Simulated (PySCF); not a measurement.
Identify the compound

The spectra below were simulated for a compound C₄H₁₀F₂Si₂.

1H NMR (500 MHz, computed): δ 7.33 (m, 1H), 6.71 (m, 1H), 4.45 (q, 2H), 4.12 (d, 3H), 0.43 (t, 3H).

13C{1H} NMR (computed): δ 171.7 (C), 151.7 (CH), 122.2 (CH), -3.9 (CH3).

- shielding tensors at PBE0/pcSseg-1 (GIAO)
- structure optimised with GFN2-xTB
- program: PySCF 2.14.0 with density-fitted response routines
- non-relativistic Hamiltonian, no solvent model, equivalent nuclei averaged, single conformer

δ = σ(ref) − σ, references computed at the same level: 1H (σref 31.72) and 13C (σref 186.93) vs TMS.

Which candidate is it?
A. C[SiH2]/C(=C\[SiH3])C(F)F
B. C[SiH2]/C=C(/[SiH3])C(F)F
C. C[SiH2]/C(=C/[SiH3])C(F)F

Answers

C. 

- The formula gives 1 degree of unsaturation (no ring in the answer).
- 4 carbon signals for 4 carbons: no two carbons are equivalent.
- Carbon types of the structure: 1 × C, 2 × CH, 1 × CH3, leaving 5 H on heteroatoms.
- δC 171.7: fully substituted alkene carbon.
- δC 151.7: alkene CH; the olefinic region.
- δC 122.2: allylic sp3 CH bonded to 2 F; 2 electronegative neighbours deshield it.
- δC -3.9: methyl carbon bonded to Si; an electropositive neighbour leaves it electron-rich and shielded.
- δH 6.71: hydrogen on an allylic sp3 CH bonded to 2 F; its carbon carries F, hence the downfield position.

The others: C[SiH2]/C(=C\[SiH3])C(F)F has carbons computed at 165.2, 143.4, 122.3, -5.7; C[SiH2]/C=C(/[SiH3])C(F)F has carbons computed at 164.6, 156.7, 122.0, -7.5.

Splittings by 19F in the carbon and heteronuclear signals aren't shown, as no couplings were computed. Shifts are as computed. Against solution values, carbons near 30 ppm lie about +3 ppm off and those near 130 ppm about +5 ppm. Of 1211 compounds with measured shifts, 218 miss one by over three times the rms of a fit or turn the order of signals round; such compounds aren't used in these exercises. Multiplicities follow the n + 1 count of equivalent neighbours, as no J values were calculated; m marks all less simple cases, F and P coupling included.
